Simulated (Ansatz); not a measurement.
A nudged elastic band was laid between two geometries of CH₆BClO (10 atoms, charge 0, multiplicity 1).

Level of theory: RKS B3LYP/6-31G* in Ansatz.

* movable images: 7
* climbing image: yes
* spring: 5.0 eV/Å²
* optimiser: quadratic models (default)
* start path: through a guess of the saddle point
* force threshold: 0.05 eV/Å
* iteration limit: 35
* end points: relaxed

Image 0:

```xyz
10
Properties=species:S:1:pos:R:3
B 0.083 -0.045 0.220
H 0.191 -0.651 1.247
C 1.313 0.063 -0.773
H 1.520 -0.924 -1.203
H 1.137 0.741 -1.621
H 2.225 0.387 -0.257
Cl -1.576 -0.373 -0.595
O -0.147 1.552 0.820
H -0.376 2.108 0.052
H -0.956 1.519 1.365
```

Image 8:

```xyz
10
Properties=species:S:1:pos:R:3
B -0.055 0.520 -0.862
H -0.125 0.585 3.613
C 1.398 0.032 -1.175
H 1.430 -1.062 -1.249
H 1.738 0.414 -2.145
H 2.107 0.350 -0.404
Cl -1.402 0.165 -2.011
O -0.341 1.210 0.266
H -1.279 1.447 0.340
H -0.057 0.716 2.884
```

Problem. Which bonds break or form, and what moves?

Solution. Bonds broken: B1–H2, O8–H10. Bonds formed: H2–H10. CH6BClO becomes CH4BClO + H2.

Problem. What energy profile does the band end with?

Solution. It converged. The highest image is number 2 of 0 to 8, 1.19 eV above the first end and 2.23 eV above the last; the last end lies 1.04 eV below the first. Neighbouring images differ by up to 1.6 eV, so the band resolves the path poorly. A vibrational analysis at the climbing image gives one clearly imaginary mode, 1460i cm⁻¹: a first-order saddle point. The orbitals stay closed-shell, which can raise the energy where a bond breaks towards radicals; this wasn't checked here.

```csv
image,path coordinate (Å),energy (eV),B1–H2 (Å),O8–H10 (Å),H2–H10 (Å)
0,0.00,0.00,1.20,0.98,2.46
1,1.02,0.04,1.20,0.97,2.17
2,2.04,1.19,1.36,1.28,1.02
3,2.81,-0.41,2.06,1.97,0.75
4,3.58,-0.93,2.76,2.53,0.74
5,4.36,-1.01,3.39,2.78,0.74
6,5.13,-1.03,3.89,2.75,0.74
7,5.90,-1.04,4.23,2.71,0.74
8,6.67,-1.04,4.48,2.68,0.74
```

Problem. What is the geometry of the highest image?

Solution. 
```xyz
10
Properties=species:S:1:pos:R:3:forces:R:3
B -0.020 0.303 -0.008 -0.01 0.01 0.01
H 0.010 -0.230 1.240 0.00 0.01 0.00
C 1.348 0.043 -0.739 0.00 0.00 0.01
H 1.503 -1.020 -0.955 0.00 0.00 0.00
H 1.356 0.581 -1.696 0.00 -0.01 0.00
H 2.201 0.401 -0.151 0.00 0.00 0.00
Cl -1.578 -0.290 -0.765 0.01 0.00 0.00
O -0.173 1.772 0.534 0.00 0.00 -0.01
H -1.108 2.037 0.463 0.00 0.00 0.00
H -0.126 0.779 1.334 0.01 -0.02 0.00
```

The band took 22 iterations and roughly 10 core-minutes.

Run time: 10 min on 1 thread of Intel(R) Xeon(R) Platinum 8259CL CPU @ 2.50GHz (Skylake/Cascade Lake), on a shared host, peak memory 0.17 GiB.
